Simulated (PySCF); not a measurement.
**Working with the constants of IO⁺**

r²SCAN constants of IO⁺, ³Σ⁻ (triplet), unpaired electrons π ↑↑ (PySCF, scalar-relativistic core potentials, basis sets I def2-SVP with ECP28, O def2-SVP; masses 126.9045 and 15.9949 u):

| Quantity | Value |
| --- | --- |
| ωe | 779.8 cm⁻¹ |
| ωexe | 3.65 cm⁻¹ |
| Be | 0.34755 cm⁻¹ |
| αe | 0.00216 cm⁻¹ |
| D (centrifugal) | 2.76e-07 cm⁻¹ |
| De to I⁺ + O | 3.37 eV |

(1) Give the vibrational terms G(v) and spacings up to v = 6.

(2) How well does the Morse estimate ωe²/(4ωexe) reproduce De, and what is D0?

These are scalar-relativistic numbers at best; spin–orbit coupling would shift them, the dissociation energy most. For an ion De counts to the pair picked by the measured ionisation energies or electron affinities, which need not be the lowest pair at this level. The state is the lowest determinant that a PBE0 search found; another state may lie lower at other levels.

Results:

(1) G(v) = ωe(v+½) − ωexe(v+½)².

```
v  G(v) (cm⁻¹)  G(v) − G(v−1)  Bv (cm⁻¹)
0        389.0                    0.3465
1       1161.5          772.5     0.3443
2       1926.7          765.2     0.3422
3       2684.6          757.9     0.3400
4       3435.2          750.6     0.3378
5       4178.5          743.3     0.3357
6       4914.5          736.0     0.3335
```

(2) It gives 5.16 eV, 153 % of the computed De. D0 = De − G(0) = 3.37 − 0.05 = 3.32 eV.
